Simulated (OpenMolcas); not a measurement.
# Co: effect of the active space

| Item | Value |
| --- | --- |
| Program | OpenMolcas 26.06 |
| Method | XMS-CASPT2, IPEA 0.25 Eh, imaginary shift 0.1 Eh |
| Basis | ANO-RCC-VTZP |
| Scalar Hamiltonian | DKH2, point nucleus |
| Spin-orbit coupling | state interaction with AMFI integrals over the reference wave functions, term energies averaged over their components |

A. 7 electrons in 5 orbitals (3d); 2S+1 = 4 even, 10 roots; 2S+1 = 2 even, 40 roots (35 in the spin-orbit step); closed shells correlated: 3s 3p 4s; CASPT2 step about 5 core-seconds
B. 9 electrons in 6 orbitals (3d 4s); 2S+1 = 4 even, 20 roots; 2S+1 = 2 even, 40 roots kept (CI in the orbitals of an earlier block); closed shells correlated: 3s 3p; CASPT2 step of the order of 10 core-seconds

Energies in cm⁻¹ above 3d⁷ 4s² ⁴F_9/2, the measured ground level; measured values from NIST Handbook of Basic Atomic Spectroscopic Data.

```json
{"Level": "3d⁷ 4s² ⁴F_9/2", "A": "0.0", "B": "0.0", "Measured": "0.0"}
{"Level": "3d⁷ 4s² ⁴F_7/2", "A": "829", "B": "767", "Measured": "816"}
{"Level": "3d⁷ 4s² ⁴F_5/2", "A": "1437", "B": "1337", "Measured": "1407"}
{"Level": "3d⁷ 4s² ⁴F_3/2", "A": "1854", "B": "1730", "Measured": "1809"}
{"Level": "3d⁷ 4s² ⁴P_5/2", "A": "14810", "B": "15550", "Measured": "13795"}
{"Level": "3d⁷ 4s² ⁴P_3/2", "A": "15050", "B": "15880", "Measured": "14036"}
{"Level": "3d⁷ 4s² ⁴P_1/2", "A": "15460", "B": "16190", "Measured": "14399"}
{"Level": "3d⁷ 4s² ²G_9/2", "A": "16980", "B": "22650", "Measured": ""}
{"Level": "3d⁷ 4s² ²G_7/2", "A": "17770", "B": "23400", "Measured": ""}
{"Level": "3d⁷ 4s² ²P_3/2 [71 %]", "A": "19870", "B": "26060", "Measured": ""}
{"Level": "3d⁷ 4s² ²P_1/2", "A": "20570", "B": "26600", "Measured": ""}
```

Deviations, from unrounded energies. A percentage is the sum of absolute deviations over the sum of measured energies, with the sign that they share, or ± where signs differ.

```json
{"Against measurement": "mean absolute deviation (cm-1)", "Levels": "6", "A": "530", "B": "930"}
{"Against measurement": "fine structure of the ground term (%)", "Levels": "3", "A": "+2.2", "B": "-4.9"}
{"Against measurement": "other terms of the ground configuration (%)", "Levels": "3", "A": "+7.3", "B": "+12.7"}
```

A lies closest to measurement on these levels. The largest miss of A in the table is 3d⁷ 4s² ⁴P_1/2, by +1100 cm-1. The ranking rests on the paired levels alone, and a cruder setting can come out closer through cancelling errors.

The spin-orbit steps hold different terms of 3d⁷ 4s² (B lacks ²F), which shifts levels as well.

The two smallest mean deviations differ by little beside CASPT2's spread within terms, so their order carries little weight.

Between A and B the level of the table that moves most is 3d⁷ 4s² ²P_3/2 [71 %], by 6200 cm-1 (lowest in A, highest in B). Moves below CASPT2's spread within the term are not significant.

Term energies are means over components that CASPT2 splits; among the terms shown or strongly mixed into the levels shown the widest spread is 2800 cm-1 (3d⁷ 4s² ⁴F, B). Some high roots are left out of the spin-orbit mixing, which shifts the levels that they would mix with (holds for A). With the s shell closed, the reference lacks s² → p², s² → d² and s → d mixing, so excited terms can stand far too high and out of order, with CASPT2 too (holds for A). Terms from blocks run as CI alone lack orbitals of their own (holds for B). Measured partners are found by configuration, term and J. A level has none where our copy of the source lacks it or the pairing is in doubt (some pairs that miss far off the trend of their configuration count as doubtful), and it then counts in no deviation. Levels of configurations outside the active space are missing. The table leaves out levels that lie high or whose names do not pair safely across all columns.

A share in square brackets marks a mixed level and gives the weight of the term that names it, the lowest over the columns.
